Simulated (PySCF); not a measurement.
C3H9Ga, SMILES [CH3][Ga]([CH3])[CH3].

Geometry: ωB97X-D3(BJ)/def2-SVP. The isomer is the one that the SMILES or the coordinates give; other isomers of the formula were not compared.

Two levels are set side by side: TDDFT-PBE/def2-SVPD (PySCF) and TDDFT-CAM-B3LYP/def2-SVPD (PySCF). Vertical, same geometry. The lowest singlet is HOMO→LUMO 100 % with PBE and HOMO→LUMO 99 % with the other functional; states are paired by order. Differences are taken from unrounded values.

| quantity | TDDFT-CAM-B3LYP | TDDFT-PBE | TDDFT-PBE minus TDDFT-CAM-B3LYP |
|---|---|---|---|
| lowest singlet excitation (eV) | 5.48 | 5.01 | -0.48 |
| lowest triplet excitation (TDA) (eV) | 5.18 | 4.72 | -0.46 |
| first bright state (f over 0.05) (eV) | 6.61 | 5.77 | -0.84 |
| its oscillator strength | 0.10 | 0.07 | -0.04 |

Functionals without exact exchange tend to place singlet excitations lower, as here. Differences between two approximate levels are no errors against the true value.

Rough cost on one machine, each run with all the roots and properties that it gave: TDDFT-CAM-B3LYP against TDDFT-PBE about 5 times.
